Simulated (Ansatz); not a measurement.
`C#[C][GeH2][OH]` + H₂ → `C#[C][GeH3]` + H₂O at 700 K and 1 bar (hydrogenolysis of a Ge–O bond).

Program: Ansatz. Geometries: PBE0-D4/def2-TZVP. ΔE: electronic, gas phase. CCSD(T)/CBS adds triple-zeta CCSD(T) − MP2 to the extrapolated MP2 energy (def2 sets, frozen cores). This one scheme is used for every species. For Ge outer-core shells are correlated without core-valence functions, which leaves a few kJ/mol of doubt a bond. Scalar relativity is left out up to krypton. Each species was taken in one conformer, which may not be the lowest.

| species | CCSD(T)/CBS energy (Eh) | H − E (kJ/mol) | S (J/(mol·K)) |
| --- | --- | --- | --- |
| `C#[C][GeH2][OH]` | -2229.74950 | 192.8 | 426.6 |
| H₂ | -1.17544 | 46.8 | 155.3 |
| `C#[C][GeH3]` | -2154.54588 | 164.2 | 361.6 |
| H₂O | -76.37941 | 80.5 | 218.4 |

H − E and S are ideal-gas, rigid-rotor, harmonic terms from PBE0-D4/def2-TZVP, for one conformer and one mirror image of each species. For small species the MP2-based limit differs from directly extrapolated CCSD(T) by up to some mEh (0.8 for H₂); such offsets cancel only in part. 1 Eh = 2625.50 kJ/mol, R = 8.31446 J/(mol·K).

By hand: ΔE, ΔH, ΔS and ΔG.

ΔE = (-2154.54588) + (-76.37941) − (-2229.74950) − (-1.17544) = -0.00035 Eh = -0.9 kJ/mol. Δ(H − E) = 164.2 + 80.5 − 192.8 − 46.8 = 5.1, so ΔH = 4.2 kJ/mol. ΔS = 361.6 + 218.4 − 426.6 − 155.3 = -1.9 J/(mol·K). ΔG = 4.2 − 700 × (-1.9)/1000 = 5.5 kJ/mol.

By hand: the equilibrium constant, and the temperature at which ΔG would vanish if ΔH and ΔS stayed fixed.

log₁₀ K = −ΔG/(RT ln 10) = -0.4. ΔH and −TΔS have one sign here, so there is no such temperature.

The number of gas molecules stays the same, so ΔS is small and ΔH decides. The sign of ΔG lies within the doubt. A doubt of 5 kJ/mol in ΔE shifts log₁₀ K by 0.4 here. Other conformers and mirror images would add mixing entropy, several J/(mol·K) or more a flexible species. These are equilibria of isolated gas molecules and say nothing of rates. Largest T1 diagnostic: 0.012 (customary marks: 0.02 for closed shells, 0.045 for open ones).

ΔS is within the doubt of such terms, so its sign, and with it that verdict, could turn.
